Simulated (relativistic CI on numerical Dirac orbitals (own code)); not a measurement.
# Electric-dipole lines of Os62+

Computed by Dirac-Coulomb-Breit CI, KLI orbitals optimised for each configuration, a model potential for QED, unscaled Slater integrals (own radial code, finite nucleus).

CI space (outside the closed core [Ne]): 3s2 3p2, 3s2 3p 3d, 3s 3p3, 3s2 3d2, 3p4, 3s 3p2 3d, 3p2 3d2, 3s 3p 3d2, 3p3 3d, 3s2 3d 4s, 3s2 3d 4p, 3s 3p 3d 4s, 3p3 4s, 3s2 3p 4s, 3s 3p 3d 4p, 3p3 4p, 3s2 3p 4p, 3p2 3d 4s, 3s2 3p 4d, 3p2 3d 4p, 3s2 3p 4f, 3s 3p2 4s, 3s 3p2 4p, 3s 3p2 4d, 3s 3p2 4f, 3s2 4s2, 3s2 3p 5s, 3s2 3p 5p, 3s2 4s 4p, 3s2 3p 5d, 3s2 3p 5f, 3s2 3p 5g, 3s2 4p2, 3s 3p 4s2, 3s 3p2 5s, 3s 3p 4s 4p. Levels of other configurations are missing.

```
λ vac (Å)                Lower                  Upper   A (s⁻¹)  log gf  S velocity/length
   3.5307     3s2 3p2 1D_2 [3]  3s2 3p 4d 3F°_3 [396]  8.13e+13    0.03               0.98
   3.5351     3s2 3p2 3P_0 [1]  3s2 3p 4d 3D°_1 [348]  1.10e+14   -0.21               0.97
   3.6353     3s2 3p2 1D_2 [3]  3s 3p2 4p 3D°_3 [380]  5.14e+13   -0.15               0.98
   3.9413     3s 3p3 3P°_2 [4]   3s 3p2 4d 3D_3 [363]  1.25e+14    0.31               0.97
   3.9433     3s2 3p2 3P_1 [2]  3s2 3p 4d 3P°_2 [349]  1.10e+14    0.11               0.98
   3.9512     3s2 3p2 1D_2 [3]  3s2 3p 4d 3F°_3 [350]  1.22e+14    0.30               0.98
   3.9740     3s 3p3 3D°_1 [5]   3s 3p2 4s 5P_2 [365]  6.50e+13   -0.11               0.97
   4.1587  3s2 3p 3d 3F°_2 [6]   3s2 3p 4f 3G_3 [355]  2.40e+14    0.64               0.99
   4.1681  3s 3p2 3d 3D_1 [10]  3s 3p2 4f 3F°_2 [373]  2.21e+14    0.46               0.97
   4.1758  3s 3p2 3d 3D_2 [12]  3s 3p2 4f 3F°_3 [374]  2.08e+14    0.58               0.97
   4.2132  3s2 3p 3d 3D°_1 [7]   3s2 3p 4f 3F_2 [356]  1.73e+14    0.36               0.98
   4.2888  3s2 3p 3d 3F°_3 [9]   3s2 3p 4f 3G_4 [358]  2.47e+14    0.79               0.99
   4.2913  3s2 3p 3d 3P°_2 [8]   3s2 3p 4f 3D_3 [357]  2.27e+14    0.64               0.98
   4.2941  3s 3p2 3d 3D_3 [14]  3s 3p2 4f 3F°_4 [376]  2.51e+14    0.80               0.98
   4.3049  3s 3p2 3d 3F_2 [15]  3s 3p2 4f 3G°_3 [378]  2.41e+14    0.67               0.97
   18.466     3s2 3p2 3P_0 [1]    3s2 3p 3d 3D°_1 [7]  5.89e+12   -0.04               1.02
   18.492  3s2 3p 3d 3P°_2 [8]      3s2 3d2 3P_2 [68]  3.86e+12    0.00               0.99
   18.522     3s2 3p2 3P_1 [2]   3s2 3p 3d 3P°_1 [24]  4.53e+12   -0.16               1.01
   18.564  3s 3p2 3d 3D_2 [12]   3s 3p 3d2 3D°_2 [80]  4.62e+12    0.08               0.93
   18.567  3s2 3p 3d 3F°_3 [9]      3s2 3d2 1G_4 [67]  3.56e+12    0.22               1.00
   18.664  3s 3p2 3d 3D_3 [14]   3s 3p 3d2 3F°_4 [99]  3.50e+12    0.22               0.96
   18.685     3s 3p3 3D°_1 [5]    3s 3p2 3d 3D_1 [43]  5.21e+12   -0.09               1.01
   18.733     3s 3p3 3P°_2 [4]    3s 3p2 3d 3D_2 [40]  3.96e+12    0.02               1.01
   18.804     3s2 3p2 1D_2 [3]   3s2 3p 3d 3D°_2 [23]  4.44e+12    0.07               1.01
   18.855  3s 3p2 3d 3D_3 [14]   3s 3p 3d2 5D°_3 [97]  3.71e+12    0.14               0.95
   18.873  3s2 3p 3d 3F°_3 [9]      3s2 3d2 3F_3 [64]  3.05e+12    0.06               1.01
   18.945     3s 3p3 3P°_2 [4]    3s 3p2 3d 3D_3 [38]  2.63e+12    0.00               1.03
   18.958     3s2 3p2 1D_2 [3]   3s2 3p 3d 3F°_3 [22]  2.81e+12    0.03               1.04
   19.352  3s2 3p 3d 3D°_1 [7]      3s2 3d2 3F_2 [50]  3.67e+12    0.01               1.01
   20.243  3s2 3p 3d 3F°_2 [6]    3s 3p2 3d 3G_3 [41]  2.80e+12    0.08               1.01
```

Terms are leading LS components. Brackets give the number of a level in order of energy, since labels repeat. The list gives strong lines, with weight on those to low levels, among the lowest 400 of 1108 levels, so that lines to higher ones, which can be the strongest, are missing. Levels whose partners in the same complex of configurations lie outside the list can be far off, and so can their lines. Rates are taken at the computed energies, electric ones in the length gauge. A velocity-to-length ratio far from 1 marks an uncertain rate.

At this charge energies of transitions that change n are usually good to better than 1 %, and those within a shell (Δn = 0) to a few per cent.

LS names give the leading component of a level, which can be under half, so a name can repeat, a term be missing and a line seem to break the LS rules.
